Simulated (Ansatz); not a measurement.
```yaml
crystal:
  periodic: [false, false, false]
  atoms:
    - {symbol: F, position_ang: [-0.672322, -0.947253, 1.659920]}
    - {symbol: Sn, position_ang: [0.275898, -0.418869, 0.109409]}
    - {symbol: F, position_ang: [2.079638, -0.903629, 0.407363]}
    - {symbol: F, position_ang: [-0.369673, -1.603290, -1.218246]}
    - {symbol: Se, position_ang: [0.094516, 1.981497, -0.453832]}
    - {symbol: D, position_ang: [-1.366057, 1.827443, -0.550715]}
basis:
  gaussian: {orbitals: ANO-RCC-VTZP, point_charges: [{charge: -1.00, position_ang: [5.296, -0.309, 0.535]}]}
hamiltonian: {xc: {name: r2SCAN0}, dispersion: d3bj}
accuracy: high
scf: {lower_state_search: light}
output: {forces: true}
```

```sh
$ ansatz run in.yaml --threads 4 --pin off --events-out ev --progress --plain --max-ram 10444MiB
```

Shortened log:

```
Error: YAML parse error: error: line 9 column 16: `D` is not an element symbol (H … Og, case-exact)
  --> <input>:9:16
   |
 7 |     - {symbol: F, position_ang: [-0.369673, -1.603290, -1.218246]}
 8 |     - {symbol: Se, position_ang: [0.094516, 1.981497, -0.453832]}
 9 |     - {symbol: D, position_ang: [-1.366057, 1.827443, -0.550715]}
   |                ^ `D` is not an element symbol (H … Og, case-exact)
10 | basis:
11 |   gaussian: {orbitals: ANO-RCC-VTZP, point_charges: [{charge: -1.00, position_an…
   |
```

In this input an element symbol is wrong. The input was rejected before any iteration.
